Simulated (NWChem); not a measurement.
Molecule: SbH₃O₃; SMILES [OH][Sb]([OH])[OH]

```xyz
7

Sb     0.0366    -0.0680     0.3733
O     -0.0091    -1.6605    -0.7992
H      0.0930    -1.4229    -1.7312
O     -1.3975     0.9736    -0.5360
H     -2.2847     0.6188    -0.4032
O      1.3419     1.0263    -0.6204
H      0.8456     1.5593    -1.2598
```
Atoms are numbered in this order, from 1.

Program: NWChem. All runs use the structure optimised with PBE0/def2-SVP. Not confirmed as a minimum by frequencies. def2 effective core potentials on Sb; no spin-orbit coupling. Ions are spin-unrestricted doublets at the neutral geometry; other ion states weren't tried.

Task: Estimate the computed values for PBE0/def2-SVP. Quantities: vertical ionisation energy, ΔSCF (eV); −ε(HOMO) (eV).

Result: 
```yaml
vertical ionisation energy, ΔSCF (eV): 10.11
"−ε(HOMO) (eV)": 7.85
```
